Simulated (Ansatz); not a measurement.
Geometry optimisation, RKS PBE/STO-3G (Ansatz).

input.yaml

```yaml
crystal:
  periodic: [false, false, false]
  atoms:
    - { symbol: Si, position_ang: [0.44393, 1.43766, -0.02723] }
    - { symbol: Si, position_ang: [-0.78615, -0.5302, -0.12443] }
    - { symbol: B, position_ang: [0.26689, -2.1183, 0.23737] }
    - { symbol: S, position_ang: [1.21, -3.37532, 0.54957] }
    - { symbol: H, position_ang: [1.67845, 1.34123, -0.81084] }
    - { symbol: H, position_ang: [0.83805, 1.75851, 1.34672] }
    - { symbol: H, position_ang: [-0.30474, 2.58464, -0.54225] }
    - { symbol: H, position_ang: [-1.91787, -0.45274, 0.81828] }
    - { symbol: H, position_ang: [-1.42856, -0.64548, -1.4472] }
basis:
  gaussian: { orbitals: STO-3G }
hamiltonian:
  xc: pbe
relax:
  f_tol: 0.02
  max_steps: 50
```

Run as:

```bash
$ ansatz run input.yaml --threads 1 --pin off --max-ram 2048MiB --backend cpu --events-out ev --progress --plain --runs-dir out
```

**Question.** Where does it end, and by what steps?

**Answer.** It converged. The force dipped under the threshold on the way, but the program's further checks kept it going. Limits of this set-up: minimal basis. After 8 steps the energy has fallen by 0.065 eV; H7 moved furthest, 0.18 Å.

```csv
step,energy less start (eV),largest force component (eV/Å),accepted
0,0.0000,0.861,yes
1,-0.0549,0.326,yes
2,-0.0629,0.078,yes
3,-0.0634,0.023,yes
4,-0.0644,0.030,yes
5,-0.0649,0.074,yes
6,-0.0651,0.029,yes
7,-0.0654,0.002,yes
8,-0.0655,0.016,yes
```

```xyz
9
Properties=species:S:1:pos:R:3
Si 0.432 1.409 -0.028
Si -0.764 -0.505 -0.153
B 0.277 -2.063 0.284
S 1.144 -3.334 0.646
H 1.570 1.377 -0.935
H 0.942 1.620 1.319
H -0.387 2.561 -0.380
H -1.909 -0.419 0.747
H -1.306 -0.646 -1.500
```

Whether the end is a true minimum wasn't checked by a vibrational analysis.

The run took 14 s on 1 thread of Arm Neoverse V2, on a shared host, peak memory 0.12 GiB.
